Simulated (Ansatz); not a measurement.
```xyz
13

O     0.403    1.739    1.067
Ge    0.776    0.036    1.516
N     0.535   -0.863   -0.041
Si   -0.810   -0.704   -1.110
O    -1.595    0.651   -0.650
O    -0.282   -0.723   -2.661
H     0.144    2.280    1.817
H     2.241   -0.097    1.963
H    -0.218   -0.348    2.628
H     1.308   -1.442   -0.330
H    -1.767   -1.823   -1.062
H    -1.048    1.315   -0.203
H     0.313   -0.022   -2.933
```

Total charge 0; spin multiplicity 1.

(1) List the r2SCAN/def2-TZVPP orbital energies in eV (the Gaussian-basis code of Ansatz). (An estimate is asked.)

Results:

(1) Ansatz gave: Occupied: -10834.99, -1791.60, -1350.01, -1200.07, -1200.06, -1200.04, -516.07, -515.58, -515.30, -384.97, -168.28, -141.84, -118.01, -117.96, -117.93, -96.73, -96.73, -96.68, -31.44, -31.30, -31.24, -31.20, -31.19, -26.41, -26.16, -25.78, -21.90, -14.88, -14.27, -12.91, -12.52, -12.01, -10.42, -9.84, -9.48, -9.15, -8.61, -8.54, -8.22, -7.66, -7.52, -6.68. Lowest empty: -0.33, 0.29, 0.49, 1.16, 1.61, 1.79, 2.13, 2.54.
